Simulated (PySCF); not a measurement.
## Relaxation of singlet H₃TeN

Computed with PySCF, PBE0, basis Te def2-TZVP with ECP28, N def2-TZVP, H def2-TZVP (scalar-relativistic core potentials, no spin–orbit coupling, density fitting). A (50,194) grid was used.

A start displaced from a saddle point along its imaginary mode, of Cs symmetry, held to at least that symmetry:

Coordinates in bohr (charge 0 multiplicity 1):
```
Te    0.0000    0.3125    0.0000
N     0.0000   -3.2374    0.0129
H     3.2617    0.5644   -0.2054
H     0.0000    3.5750    0.2268
H    -3.2617    0.5644   -0.2054
```

Optimiser trace:
```
step  E − E(last) (kJ/mol)  largest gradient (Eh/bohr)
   0                131.21                     0.00194
   1                129.35                     0.00279
   2                125.96                     0.00427
   3                120.20                     0.00713
   4                111.52                     0.01022
   5                 99.75                     0.01253
   6                 85.26                     0.01314
   7                 69.10                     0.01526
   8                 52.98                     0.01673
   9                 12.78                     0.01912
  10                  4.10                     0.01845
  11                  1.92                     0.02007
  12                  0.18                     0.00516
  13                  0.15                     0.00389
  14                  0.00                     0.00049
  15                  0.00                     0.00026
```

It ends at Cs with Te–H 1.719 Å (×3), Te–N 1.811 Å; H–Te–H 91.3° (×3), H–Te–N 124.4° (×3) (after a last refinement on a finer grid). A frequency run shows a minimum. Other isomers or separated fragments may lie lower.

Final geometry:
Z-matrix (Å, degrees; charge 0 multiplicity 1):
```
Te
N  1 1.8113
H  1 1.7185 2 124.32
H  1 1.7188 2 124.42 3 -120.03
H  1 1.7185 2 124.32 3 119.95
```

The relaxation took of the order of 70 core-seconds on a shared host.
